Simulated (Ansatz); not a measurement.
Job for Ansatz (an electronic-structure program): U-B3LYP/cc-pV(T+d)Z on C2H5Al (SMILES C=[CH][AlH2]), a point of a bond scan (R = 1.305 Å). Files ending in .json are basis or fitting sets from the Basis Set Exchange.

Ansatz 0.2 input:
```yaml
crystal:
  periodic: [false, false, false]
  atoms:
    - {symbol: Al, position_ang: [-0.13640480, 0.16293037, 1.16257739]}
    - {symbol: H, position_ang: [-0.81514489, 1.59101670, 1.21761631]}
    - {symbol: H, position_ang: [0.17826312, -0.64444815, 2.48571591]}
    - {symbol: C, position_ang: [0.29151772, -0.55237827, -0.58963342]}
    - {symbol: C, position_ang: [0.01802875, 0.14494252, -1.69877918]}
    - {symbol: H, position_ang: [0.75944852, -1.52587481, -0.73005893]}
    - {symbol: H, position_ang: [0.28642375, -0.29286364, -2.89837128]}
    - {symbol: H, position_ang: [-0.44827436, 1.12572183, -1.65786457]}
basis:
  gaussian:
    orbitals: cc-pV_T+d_Z.json
hamiltonian:
  xc: {name: B3LYP}
magnetization: {spin_polarized: true, initial_magnetization: 0}
```

Program output:

```
WARN ansatz: RAYON_NUM_THREADS=1 ignored (pool sized by the plan → 1); use --threads N
Functional definition: B3LYP
integrals: 0.07 GiB planned
939 factors; their error is unknown
mean field: 0.81 GiB planned
mean field evaluation 1: about -8745.5967 eV, gradient 3.7e1 eV
mean field evaluation 2: about -8735.3809 eV, gradient 5.4e1 eV
mean field evaluation 4: about -8752.4731 eV, gradient 4.7e0 eV
mean field evaluation 8: about -8752.6095 eV, gradient 4.2e-2 eV
mean field -8752.60953547 eV, -321.6524676968 hartree, gradient 5.1e-5 eV, S^2 0.000000; 0 other end points of the search recorded, 0 dependent functions left out
reference -8752.60981248 eV, -321.6524778767 hartree; 15, 15 occupied and 154, 154 virtual orbitals, 939 factors
Total energy: -8752.60981248 eV, -321.6524778767 hartree
```

The run converged.

Cost: roughly 3 core-seconds.
